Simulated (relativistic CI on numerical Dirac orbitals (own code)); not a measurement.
What each ingredient does to the levels of Ta⁶⁷⁺

Base calculation: Dirac-Coulomb-Breit CI, separate exchange-only KLI orbitals for each configuration, QED by a radiative potential, unscaled Slater integrals.

Configurations in the expansion (outside the closed core 1s2): 2s²2p², 2s2p³, 2p⁴, 2p³3s, 2p³3p, 2p³3d, 2s²2p3s, 2s²2p3p, 2s²2p3d, 2s2p²3s, 2s2p²3p, 2s2p²3d, 2s²2p4s, 2s²2p4p, 2s²2p4d, 2s²2p4f. Levels of other configurations are missing.

Variants: (1) valence Slater integrals scaled by 0.9; (2) Breit term removed. Shifts of the energy above 2s²2p² ³P0, in eV, for the lowest level and the first level of each name with at least 55 % of one term (blank where a level changes its place among those of its configuration and J or its character, or is not in the variant):

```tsv
Level	Base	Δ(1)	Δ(2)
2s²2p² ³P0	0.00	0.00	0.00
2s²2p² ³P1	1325.69	+2.99	+18.41
2s²2p² ¹D2	1344.08	+0.40	+26.31
2s²2p² ³P2	2693.23	+2.51	+39.38
2s²2p² ¹S0	2755.19	-2.66	+30.60
2s2p³ ³D°3	2963.57	+3.99	+33.70
2s2p³ ³P°0	3025.45	-0.35	+14.90
2s2p³ ¹D°2	3057.58	-4.79	+27.95
2s2p³ ³P°1	3061.71	-4.50	+19.50
2p⁴ ³P2	3371.18	+0.44	+6.78
2p⁴ ¹S0	3436.37	-5.34	-2.24
2p⁴ ³P1	4712.63	+2.57	+19.46
2p⁴ ¹D2	4731.42	-0.09	+27.23
2p⁴ ³P0	6108.50	-1.05	+34.38
```

At this charge energies of transitions that change n are usually good to better than 1 %, and those within a shell (Δn = 0) to a few per cent.

Ionisation energy from the two ground configurations alone: base 17841.7 eV; Breit term removed 17880.5 eV. The NIST ASD value (theoretical) is 17840 eV.

LS names give the leading component of a level, which can be under half, so a name can repeat, a term be missing and a line seem to break the LS rules.
